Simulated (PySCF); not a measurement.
**SrTl⁻: one state, many levels of theory**

State: ³Σ⁻ (triplet), unpaired electrons π ↑↑. Set-up: basis Sr def2-SVPD with ECP28, Tl def2-SVPD with ECP60; scalar-relativistic core potentials; PySCF 2.14. De refers to Sr + Tl⁻ in their high-spin ground configurations, without counterpoise correction. The functionals are run spin-unrestricted. A positive dipole points towards Tl; it is taken about the centre of mass and depends on that origin. Levels whose curve was spin-contaminated or gave no clean fit are not listed.

| Level | Re (Å) | ωe (cm⁻¹) | De (eV) | μ (D) | CPU s a point (SCF and correlation, without the integrals) |
| --- | --- | --- | --- | --- | --- |
| PBE | 3.262 | 97.4 | n/a | 3.47 | 0.84 |
| PW91 | 3.249 | 98.9 | n/a | 3.37 | 0.6 |
| BP86 | 3.251 | 98.3 | n/a | 3.18 | 0.57 |
| HSE06 | 3.256 | 98.5 | n/a | 3.37 | 1.4 |

These are scalar-relativistic numbers at best; spin–orbit coupling would shift them, the dissociation energy most. The highest Kohn–Sham level is positive in this anion. Much of that is self-interaction error, but it also means that the finite basis helps to hold the extra electron. The state was picked by a PBE0 search and need not be the measured ground state.

The whole job (state search and all levels along the bond) took about 2.9 min on 1 thread of Oxide Virtual Turin-like (shared host), peak memory 0.85 GiB.
